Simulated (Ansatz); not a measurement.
A structure relaxed at PBE/def2-SVP in Ansatz, charge 1, doublet:

| atom | x (Å) | y (Å) | z (Å) |
| --- | --- | --- | --- |
| Na1 | 1.806 | 7.429 | -3.892 |
| Na2 | 1.600 | 4.207 | -2.741 |
| Na3 | 3.823 | 1.736 | -4.109 |
| Na4 | 3.870 | -1.720 | -3.131 |
| Na5 | 6.113 | -3.828 | -4.638 |
| Na6 | -0.570 | 6.686 | -1.440 |
| Na7 | -0.740 | 3.210 | -0.248 |
| Na8 | 1.588 | 0.725 | -1.702 |
| Na9 | 1.573 | -2.835 | -0.647 |
| Na10 | 3.964 | -5.144 | -2.217 |
| Na11 | -2.985 | 5.707 | 1.120 |
| Na12 | -2.990 | 2.116 | 2.194 |
| Na13 | -0.691 | -0.316 | 0.744 |
| Na14 | -0.725 | -3.805 | 1.804 |
| Na15 | 1.628 | -6.326 | 0.331 |
| Na16 | -5.168 | 4.381 | 3.565 |
| Na17 | -5.212 | 0.852 | 4.667 |
| Na18 | -2.998 | -1.361 | 3.217 |
| Na19 | -3.110 | -4.633 | 4.308 |
| Na20 | -0.775 | -7.080 | 2.816 |

Problem. Give its formula and point group.

Solution. Na₂₀⁺ (started as a model of: Na20 flat piece). Point group C2v (tolerance 0.1 Å).

Problem. Summarise the bond lengths by kind (pairs closer than 1.2 times the sum of covalent radii, bridged metal pairs left out).

Solution. 43 × Na–Na 3.43 to 3.75 Å.

Another isomer (doublet) lies 2.14 eV lower at PBE0/def2-TZVP; other spin states weren't run for this one.
